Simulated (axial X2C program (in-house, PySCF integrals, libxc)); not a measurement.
SnTe⁻ along the bond: M06, 2c

Computed with an in-house relativistic program for diatomic molecules. Two-component (2c) means X2C with spin–orbit coupling and atomic mean-field two-electron Coulomb and Gaunt terms. Basis: Te dyall-acv3z [12s13p9d5f1g], Sn dyall-acv3z [12s13p10d5f1g] (cores contracted in-house); Gaussian nuclei, density fitting, unrestricted open shells. Masses: Te 129.906 u, Sn 119.902 u.

State: Ω = 1/2 (⟨Sz⟩ = -0.49, ⟨Lz⟩ = 0.99 at M06). Dipoles are positive if Sn is the positive end and refer to the centre of mass.

| R (Å) | μ (D) | HOMO (eV) | LUMO (eV) |
| --- | --- | --- | --- |
| 2.307 | -1.253 | 1.03 | 1.63 |
| 2.413 | -0.704 | 0.88 | 1.62 |
| 2.493 | -0.306 | 0.77 | 1.61 |
| 2.572 | 0.079 | 0.66 | 1.60 |
| 2.652 | 0.451 | 0.54 | 1.59 |
| 2.745 | 0.863 | 0.41 | 1.57 |
| 2.838 | 1.250 | 0.28 | 1.56 |
| 2.957 | 1.705 | 0.13 | 1.54 |
| 3.103 | 2.186 | -0.05 | 1.40 |
| 3.315 | 2.723 | -0.27 | 1.20 |

Problem. The minimum lies at 2.673 Å. What is the dipole moment there?

Solution. At M06, 2c, with the sign and origin stated: μ = 0.55 D.

Occupations by symmetry block were frozen at the best pattern of an incomplete PBE0 search. Density functionals use the spin component along the axis (collinear). Without a current term, density functionals place determinants with orbital angular momentum somewhat too high. The highest occupied level of some functionals is positive through self-interaction error; at Hartree–Fock it is bound. The LUMO of an anion is an unbound level whose energy the basis sets.
